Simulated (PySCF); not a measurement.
## Polarisability and C₆ of Ti⁺ (titanium, charge +1)

[Ar] 3d2 4s1, high-spin 4F determinant. Calculation: PySCF 2.14, in aug-cc-pVDZ-DK (7s6p4d2f, 59 functions); the spin-free X2C one-electron Hamiltonian (Gaussian nucleus). Coupled (time-dependent) response in atomic units; α is the mean over directions. A double-zeta set is small for polarisabilities.

| method | mean α (bohr³) | C₆ (like pair) | S(−4) |
| --- | --- | --- | --- |
| UHF | 62.05 | 419.3 | 3511 |
| PBE | 46.02 | 284.0 | 1781 |
| PBE0 | 49.44 | 310.6 | 2114 |
| PW91 | 45.89 | 282.5 | 1774 |

S(−4) is the Cauchy moment in α(ω) = α(0) + S(−4) ω² + …

α(iu) at UHF:

```json
{"u (hartree)": "0", "α(iu) (bohr³)": "62.05"}
{"u (hartree)": "0.0500", "α(iu) (bohr³)": "54.44"}
{"u (hartree)": "0.100", "α(iu) (bohr³)": "40.28"}
{"u (hartree)": "0.200", "α(iu) (bohr³)": "21.07"}
{"u (hartree)": "0.300", "α(iu) (bohr³)": "12.77"}
{"u (hartree)": "0.500", "α(iu) (bohr³)": "6.680"}
{"u (hartree)": "0.750", "α(iu) (bohr³)": "4.138"}
{"u (hartree)": "1.00", "α(iu) (bohr³)": "2.991"}
{"u (hartree)": "1.50", "α(iu) (bohr³)": "1.859"}
{"u (hartree)": "2.00", "α(iu) (bohr³)": "1.273"}
{"u (hartree)": "3.00", "α(iu) (bohr³)": "0.6895"}
{"u (hartree)": "5.00", "α(iu) (bohr³)": "0.2855"}
```

A single London oscillator, α(iu) = α/(1 + u²/ω²), gives C₆ = (3/4) ω α². Matching the computed C₆ needs ω = 4 × 419.3 / (3 × 62.05²) = 0.145 hartree.

For an ion, C₆ is the dispersion term alone; charge-induced terms of lower order in 1/R come first.
